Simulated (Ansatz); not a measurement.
`CC[SiH2]O[SiH3]` → `CCO[SiH3]` + `[SiH2]`  (silylene formation by 1,1-elimination)

Calculated with Ansatz (gas phase, PBE0-D4/def2-TZVP geometries, no zero-point term in ΔE). CCSD(T)/CBS adds triple-zeta CCSD(T) − MP2 to the extrapolated MP2 energy (def2 sets, frozen cores). This one scheme is used for every species. One conformer a species, not always the lowest.

`CC[SiH2]O[SiH3]`:

Z-matrix (Å, degrees):
```
C
C 1 1.526
H 1 1.093 2 111.4
H 1 1.093 2 111.6 3 120.1
H 1 1.093 2 111.4 3 -119.7
Si 2 1.866 1 113.9 3 60.7
H 2 1.096 1 110.5 3 -61.7
H 2 1.097 1 110.6 3 -178.4
O 6 1.641 2 110.9 1 -57.8
H 6 1.490 2 110.1 1 -178.8
H 6 1.487 2 110.4 1 60.5
Si 9 1.631 6 146.0 2 -56.7
H 12 1.483 9 108.5 6 178.1
H 12 1.488 9 110.3 6 58.3
H 12 1.487 9 110.5 6 -61.8
```

`CCO[SiH3]`:

Z-matrix (Å, degrees):
```
C
C 1 1.508
H 1 1.092 2 110.5
H 1 1.093 2 110.4 3 120.1
H 1 1.092 2 110.5 3 -119.9
O 2 1.416 1 109.3 3 59.9
H 2 1.098 1 110.3 3 -60.9
H 2 1.099 1 110.3 3 -179.2
Si 6 1.642 2 122.3 1 -180.0
H 9 1.491 6 111.0 2 59.9
H 9 1.481 6 106.6 2 -180.0
H 9 1.491 6 111.0 2 -59.9
```

`[SiH2]`:

Cartesian coordinates in Å:
```
Si 0.547 -0.273 -0.365
H -0.395 -0.810 0.709
H -0.152 1.083 -0.344
```

```json
{"species": "`CC[SiH2]O[SiH3]`", "HF/CBS(def2) energy (Eh)": "-734.50646"}
{"species": "`CCO[SiH3]`", "HF/CBS(def2) energy (Eh)": "-444.31637"}
{"species": "`[SiH2]`", "HF/CBS(def2) energy (Eh)": "-290.03599"}
```

(1) Work out ΔE.

Largest T1 diagnostic among the species: 0.014.

## Answers

(1) ΔE = (-444.31637) + (-290.03599) − (-734.50646) = 0.15410 Eh = +404.6 kJ/mol. CCSD(T)/CBS gives +420.2 kJ/mol.

From PBE to PBE0 (25 % exact exchange), in def2-TZVPP and without D4, ΔE moves by +16.4 kJ/mol. The D4 term adds +16.7 kJ/mol with B3LYP and +9.4 kJ/mol with PBE0; it sums over pairs of atoms, weighted by their polarisabilities, and B3LYP, whose exchange is more repulsive, gets the larger term.

B3LYP here is the variant with VWN-RPA as its local correlation; programs differ in this.
